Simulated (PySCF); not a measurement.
**Diatomics of F with group 15**

PBE0 with double-zeta basis sets in PySCF, for the lowest determinant that a PBE0 search found; no spin–orbit coupling. De refers to high-spin ground-configuration atoms. A positive dipole means M(−)F(+).

| M | basis | state (unpaired electrons) | Re (Å) | ωe (cm⁻¹) | De (eV) | μ (D) |
| --- | --- | --- | --- | --- | --- | --- |
| As | def2-SVP | triplet (π ↑↑) | 1.750 | 705 | 4.05 | -1.75 |
| Sb | def2-SVP | triplet (π ↑↑) | 1.947 | 626 | 3.80 | -2.57 |
| Bi | def2-SVP | triplet (π ↑↑) | 2.046 | 574 | 3.54 | -3.28 |

The shortest bond is that of AsF (1.750 Å), the longest that of BiF (2.046 Å).

Down a group the atoms grow and get heavier, so bonds lengthen and wavenumbers fall; this series shows no clear exception.

These are scalar-relativistic numbers at best; spin–orbit coupling would shift them, the dissociation energy most. States were picked by a PBE0 search and need not be the measured ground states.
